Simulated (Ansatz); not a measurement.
## A reaction path, image by image

SiH₄SeF₂, closed shell, from a complex of SiH₂F₂ ([F][SiH2][F]) + H₂Se to a complex of SiH₂SeF₂ ([F][SiH]([F])[SeH]) + H₂; CAM-B3LYP-D4/def2-SVPD (Ansatz 0.2.0). Settings:

```yaml
hamiltonian: {xc: {name: CAM-B3LYP}, dispersion: d4}
neb:
  images: 4
  climbing: immediate
  max_iterations: 60
  initial_path: idpp
```

First end:

Si1  (-0.899, -0.899, -0.367)
H2  (-0.926, -0.809, 1.103)
F3  (-1.080, 0.552, -0.989)
F4  (-2.166, -1.745, -0.822)
H5  (0.295, -1.534, -0.950)
H6  (1.235, 1.667, 1.701)
Se7  (2.028, 0.951, 0.695)
H8  (1.514, 1.818, -0.370)
(Å)

Second end:

Si1  (0.429, -0.212, -1.221)
H2  (-1.566, -0.733, 2.846)
F3  (0.247, 0.696, -2.507)
F4  (-1.031, -0.690, -0.831)
H5  (1.257, -1.382, -1.556)
H6  (-1.035, -0.537, 2.359)
Se7  (1.389, 0.930, 0.460)
H8  (0.310, 1.928, 0.451)
(Å)

The ends were relaxed with PBE0-D4 in triple zeta, so they are not quite minima here (largest force components 1.23 and 1.41 eV/Å).

Energies along the converged band: It took 21 iterations. Path lengths are measured after rigid turns and shifts between images are taken out.
```
       image  path length (Å)  energy (kcal/mol)
           0             0.00               0.00
           1             1.41               1.25
2 (climbing)             2.82              47.65
           3             4.05              12.25
           4             5.27              -3.30
           5             6.49              -2.81
```
The barrier is narrow on this path: one image carries it, so the band shows its height but not its shape.
Energies count from the first end.

The images between the ends:
Image 1:
```json
{"atom": "Si1", "x (Å)": "-0.7464", "y (Å)": "-0.8029", "z (Å)": "-0.3747"}
{"atom": "H2", "x (Å)": "-0.8713", "y (Å)": "-0.3354", "z (Å)": "1.0178"}
{"atom": "F3", "x (Å)": "-0.7844", "y (Å)": "0.4781", "z (Å)": "-1.3732"}
{"atom": "F4", "x (Å)": "-2.0966", "y (Å)": "-1.6488", "z (Å)": "-0.6859"}
{"atom": "H5", "x (Å)": "0.4114", "y (Å)": "-1.6556", "z (Å)": "-0.6866"}
{"atom": "H6", "x (Å)": "0.9407", "y (Å)": "0.7217", "z (Å)": "1.5230"}
{"atom": "Se7", "x (Å)": "1.9986", "y (Å)": "1.0958", "z (Å)": "0.5749"}
{"atom": "H8", "x (Å)": "1.1480", "y (Å)": "2.1471", "z (Å)": "0.0046"}
```

Image 2:
```json
{"atom": "Si1", "x (Å)": "-0.3027", "y (Å)": "-0.5409", "z (Å)": "-0.4059"}
{"atom": "H2", "x (Å)": "-0.7126", "y (Å)": "-0.2422", "z (Å)": "1.2061"}
{"atom": "F3", "x (Å)": "-0.6930", "y (Å)": "0.5907", "z (Å)": "-1.4992"}
{"atom": "F4", "x (Å)": "-1.7575", "y (Å)": "-1.3127", "z (Å)": "-0.4049"}
{"atom": "H5", "x (Å)": "0.5955", "y (Å)": "-1.6877", "z (Å)": "-0.5876"}
{"atom": "H6", "x (Å)": "0.1335", "y (Å)": "0.2024", "z (Å)": "1.1627"}
{"atom": "Se7", "x (Å)": "1.7086", "y (Å)": "0.8476", "z (Å)": "0.3342"}
{"atom": "H8", "x (Å)": "1.0281", "y (Å)": "2.1428", "z (Å)": "0.1947"}
```

Image 3:
```json
{"atom": "Si1", "x (Å)": "-0.0127", "y (Å)": "-0.4708", "z (Å)": "-0.7322"}
{"atom": "H2", "x (Å)": "-0.9397", "y (Å)": "-0.2399", "z (Å)": "1.6685"}
{"atom": "F3", "x (Å)": "-0.5840", "y (Å)": "0.5100", "z (Å)": "-1.8874"}
{"atom": "F4", "x (Å)": "-1.4273", "y (Å)": "-1.0988", "z (Å)": "-0.2145"}
{"atom": "H5", "x (Å)": "0.7341", "y (Å)": "-1.6970", "z (Å)": "-1.0399"}
{"atom": "H6", "x (Å)": "-0.2666", "y (Å)": "0.1117", "z (Å)": "1.7062"}
{"atom": "Se7", "x (Å)": "1.6238", "y (Å)": "0.8099", "z (Å)": "0.2360"}
{"atom": "H8", "x (Å)": "0.8725", "y (Å)": "2.0749", "z (Å)": "0.2632"}
```

Image 4:
```json
{"atom": "Si1", "x (Å)": "0.2155", "y (Å)": "-0.4004", "z (Å)": "-1.0348"}
{"atom": "H2", "x (Å)": "-1.2466", "y (Å)": "-0.3473", "z (Å)": "2.1236"}
{"atom": "F3", "x (Å)": "-0.3657", "y (Å)": "0.4899", "z (Å)": "-2.2580"}
{"atom": "F4", "x (Å)": "-1.1126", "y (Å)": "-0.9313", "z (Å)": "-0.2721"}
{"atom": "H5", "x (Å)": "0.9480", "y (Å)": "-1.5723", "z (Å)": "-1.5390"}
{"atom": "H6", "x (Å)": "-0.5968", "y (Å)": "-0.0269", "z (Å)": "2.3553"}
{"atom": "Se7", "x (Å)": "1.5743", "y (Å)": "0.8548", "z (Å)": "0.2478"}
{"atom": "H8", "x (Å)": "0.5839", "y (Å)": "1.9335", "z (Å)": "0.3773"}
```

The band counts as converged below 0.05 eV/Å. The run took about 4.6 min on 4 CPU threads of an Intel Xeon Platinum 8488C (shared host).
